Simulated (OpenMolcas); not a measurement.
## Ni3+: moving the ligands

Ni3+ with 6 ligands (fluoride) in octahedral coordination (Oh) at 1.91 Å. A charge of +0.5 e stands 3.2 Å behind each ligand. Ligand basis ANO-RCC-VDZP.

```yaml
Program: OpenMolcas 26.06
Method: CASSCF
Basis: ANO-RCC-VTZP [6s5p3d2f1g]
Scalar_Hamiltonian: DKH2, point nucleus
Active_space: 7 electrons in 5 orbitals (3d)
State_averaging: 2S+1 = 4 even, 10 roots; 2S+1 = 2 even, 40 roots
Spin-orbit_coupling: state interaction with AMFI integrals over the reference wave functions
```

Runs around this geometry, states (labels of O, the rotations of Oh). Energies in cm-1 above the lowest state or level, χT in cm3 K/mol; under a threefold ground state the first gap can be a small split of the lowest multiplet, not the spin-orbit step; 10Dq and B are least-squares fits to the states below 45000 cm-1, weighted by degeneracy, with a free offset, and given where the rms deviation is under 5 % of |10Dq| (or 100 cm-1) and under 700 cm-1.

| R (Å) | Ground state | First state of that spin | 10Dq | B (rms of fit) | First gap with spin-orbit (degeneracies) | χT at 300 K | First state of another spin |
| --- | --- | --- | --- | --- | --- | --- | --- |
| 1.82 | 4T1 | 4T2 10752 | 12675 | 1305 (290) | 470.8 (2, 4) | 3.317 | 2E 11180 |
| 1.91 | 4T1 | 4T2 8164 | 9961 | 1312 (302) | 473.6 (2, 4) | 3.424 | 2E 14153 |
| 2 | 4T1 | 4T2 6302 | 7916 | 1322 (332) | 469.6 (2, 4) | 3.536 | 2E 16311 |

Taking |10Dq| as R^-n, n = -ln(7916 / 12675) / ln(2 / 1.82) = 5.0 between the shortest and longest distance. The point-charge formula for a cubic d site gives n = 5.

An orbital triplet at a regular site is open to Jahn-Teller coupling, which can distort the site and quench the lowest spin-orbit gaps and is left out. Without dynamic correlation the repulsion within the d shell is too large (B by tens of per cent), so at a given field states of lower spin stand too high. Ligand-to-metal charge-transfer states are missing. With no ligand orbital active B as a rule stays too high, so bands that hang on it stand too high and its fall with covalency is understated. With metal d orbitals alone and no dynamic correlation the field as a rule comes out too small, by tens of per cent, by up to half for chloride and softer ligands, and with too little covalency χT stands high. This shell can be high or low spin here, a state of another spin lies low, and with metal d orbitals alone active their balance is uncertain, so the ground spin may be wrong (holds for R = 1.82; R = 1.91). CASSCF with metal d orbitals alone favours high spin, so a ground state of lower spin is not ruled out (holds for R = 2). No measured value stands beside these numbers; the geometry was imposed, not optimised, and the real ion may take another.
